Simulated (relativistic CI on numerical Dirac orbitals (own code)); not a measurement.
## One change at a time: Xe XXXVIII

Base calculation: Dirac-Coulomb-Breit CI, orbitals from a KLI potential per configuration, QED by a radiative potential, unscaled Slater integrals.

Configurations in the expansion (outside the closed core [Ne]): 3s²3p⁵, 3s3p⁶, 3s²3p⁴3d, 3s3p⁵3d, 3p⁶3d, 3s3p⁴3d², 3s²3p³3d4p, 3p⁶4s, 3s3p⁴3d4s, 3s²3p⁴4s, 3p⁶4p, 3s²3p⁴4p, 3s²3p⁴4d, 3p⁵3d4p, 3s3p⁵4s, 3s²3p⁴4f, 3s3p⁵4p, 3s3p⁵4d, 3s3p⁵4f, 3s²3p⁴5s, 3s²3p⁴5p, 3s²3p⁴5d, 3s²3p³4s4p, 3s²3p⁴5f, 3s²3p⁴5g, 3s3p⁴4s², 3s3p⁵5s, 3s3p⁵5p, 3s²3p³3d², 3s²3p²3d³, 3s3p³3d³, 3s²3p²3d²4s, 3s²3p²3d²4p, 3s²3p²3d²4d, 3p⁵3d², 3p⁴3d³, 3p⁴3d²4s, 3p⁴3d²4p, 3p⁴3d²4d, 3s²3p³3d4s, 3s3p³3d²4s, 3s²3p²3d4s², 3s²3p²3d4s4p, 3s²3p²3d4s4d, 3p⁵3d4s, 3p⁴3d4s², 3p⁴3d4s4p, 3p⁴3d4s4d, 3s²3p³4s², 3s3p³3d4s², 3s²3p²4s²4p, 3s²3p²4s²4d, 3s²3p³4p², 3s²3p²3d4p², 3s3p³3d4p², 3s²3p²4s4p², 3s²3p²4p³, 3s²3p²4p²4d. Double excitations out of closed p, d and f shells are left out; levels of such configurations are missing from the list, as are those of other unlisted configurations, and high levels can miss mixing partners. These lack a partner that the ground configuration has and come out too high: 3s²3p⁴4f, 3s3p⁵4p, 3s3p⁵4d, 3s3p⁵4f, 3s²3p⁴5s.

Variants: (1) configuration mixing switched off; (2) non-relativistic limit. Shifts of the energy above 3s²3p⁵ ²P°3/2, in cm⁻¹, for the lowest level and the first level of each name with at least 55 % of one term (blank where a level changes its place among those of its configuration and J or its character, or is not in the variant):

| Level | Base | Δ(1) | Δ(2) |
| --- | --- | --- | --- |
| 3s²3p⁵ ²P°3/2 | 0 | 0 | 0 |
| 3s²3p⁵ ²P°1/2 | 624682 | +5154 | -624682 |
| 3s²3p⁴3d ²D3/2 | 1408184 | -15686 |  |
| 3s²3p⁴3d ⁴F9/2 | 1428922 | -23886 | -192150 |
| 3s²3p⁴3d ⁴D1/2 | 1822837 | -17242 |  |
| 3s²3p⁴3d ²G7/2 | 1947041 | -18660 | -641968 |
| 3s²3p⁴3d ²G9/2 | 2078363 | -18669 | -773290 |
| 3s3p⁵3d ⁴P°1/2 | 2675101 | +126377 | -708512 |
| 3s3p⁵3d ⁴F°9/2 | 2910881 | +64486 | -860167 |

At this charge energies of transitions that change n are usually good to better than 1 %, and those within a shell (Δn = 0) to a few per cent.

Ionisation energy from the two ground configurations alone: base 2636.91 eV. The NIST ASD value (theoretical) is 2637 eV.

LS names give the leading component of a level, which can be under half, so a name can repeat, a term be missing and a line seem to break the LS rules.
